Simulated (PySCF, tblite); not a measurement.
Isomers of C5H9OSi (doublet state). All values are computed: GFN2-xTB (tblite) harmonic vibrations without scaling, gas phase. Against measured fundamentals such values can be off by several per cent, at times by over 20. Modes of hydrogen on silicon can be 10 to 20 % off. One conformer each. Open shells enter through the occupations alone, without spin polarisation, and single modes of such species can be off by tens of per cent.

Electronic energies: B3LYP/pcH-1 single points on the GFN2-xTB geometries (PySCF, gas phase).

| SMILES | electronic energy, lowest = 0 (kJ/mol) |
| --- | --- |
| [SiH2]OC1CC=CC1 | 53.3 |
| [SiH3]OC1=CCC[CH]1 | 8.2 |
| [SiH3]O/C=[C]/C1CC1 | 192.1 |
| [SiH3]O/C=C\[C@@H]1[CH]C1 | 196.4 |
| C[C@@H]1C=CC[SiH]O1 | 0.0 |

Question: How do GFN2-xTB zero-point energies change the relative energies?

Answer: 
```json
{"SMILES": "C[C@@H]1C=CC[SiH]O1", "ZPE (kJ/mol)": "331.9", "of it from modes above 1550 cm⁻¹": "167.3", "electronic (kJ/mol)": "0.0", "with ZPE, lowest = 0 (kJ/mol)": "10.3", "lowest mode (cm⁻¹)": "62", "rings": "1"}
{"SMILES": "[SiH3]OC1=CCC[CH]1", "ZPE (kJ/mol)": "313.4", "of it from modes above 1550 cm⁻¹": "148.6", "electronic (kJ/mol)": "8.2", "with ZPE, lowest = 0 (kJ/mol)": "0.0", "lowest mode (cm⁻¹)": "56", "rings": "1"}
{"SMILES": "[SiH2]OC1CC=CC1", "ZPE (kJ/mol)": "325.1", "of it from modes above 1550 cm⁻¹": "163.1", "electronic (kJ/mol)": "53.3", "with ZPE, lowest = 0 (kJ/mol)": "56.8", "lowest mode (cm⁻¹)": "20", "rings": "1"}
{"SMILES": "[SiH3]O/C=[C]/C1CC1", "ZPE (kJ/mol)": "308.6", "of it from modes above 1550 cm⁻¹": "160.6", "electronic (kJ/mol)": "192.1", "with ZPE, lowest = 0 (kJ/mol)": "179.1", "lowest mode (cm⁻¹)": "42", "rings": "1"}
{"SMILES": "[SiH3]O/C=C\\[C@@H]1[CH]C1", "ZPE (kJ/mol)": "307.7", "of it from modes above 1550 cm⁻¹": "160.5", "electronic (kJ/mol)": "196.4", "with ZPE, lowest = 0 (kJ/mol)": "182.5", "lowest mode (cm⁻¹)": "21", "rings": "1"}
```

The zero-point energies span 24.2 kJ/mol, from `[SiH3]O/C=C\[C@@H]1[CH]C1` to `C[C@@H]1C=CC[SiH]O1`. With it `[SiH3]OC1=CCC[CH]1` becomes the lowest.

Question: And how do the electronic energies of GFN2-xTB itself compare?

Answer: `C[C@@H]1C=CC[SiH]O1` 85.8; `[SiH3]OC1=CCC[CH]1` 0.0; `[SiH2]OC1CC=CC1` 63.6; `[SiH3]O/C=[C]/C1CC1` 201.7; `[SiH3]O/C=C\[C@@H]1[CH]C1` 219.0 kJ/mol, lowest = 0. Against the energies above, taken from the same isomer `C[C@@H]1C=CC[SiH]O1`, the largest difference is 94.0 kJ/mol.

Question: What do entropy and thermal enthalpy add at 298.15 K and 1 bar (rigid rotor, harmonic oscillator, one conformer each)?

Answer: 
```json
{"SMILES": "C[C@@H]1C=CC[SiH]O1", "point group": "C1", "symmetry number": "1", "S (J/(mol K))": "369.0", "H − H(0) (kJ/mol)": "23.18", "ZPE + H − H(0) − TS (kJ/mol)": "245.1"}
{"SMILES": "[SiH3]OC1=CCC[CH]1", "point group": "Cs", "symmetry number": "1", "S (J/(mol K))": "378.3", "H − H(0) (kJ/mol)": "24.17", "ZPE + H − H(0) − TS (kJ/mol)": "224.8"}
{"SMILES": "[SiH3]O/C=[C]/C1CC1", "point group": "C1", "symmetry number": "1", "S (J/(mol K))": "404.3", "H − H(0) (kJ/mol)": "26.60", "ZPE + H − H(0) − TS (kJ/mol)": "214.7"}
```

S holds R ln(2S + 1) for the spin.

Not tabulated: `[SiH2]OC1CC=CC1` (lowest mode only 20 cm⁻¹); `[SiH3]O/C=C\[C@@H]1[CH]C1` (lowest mode only 21 cm⁻¹).
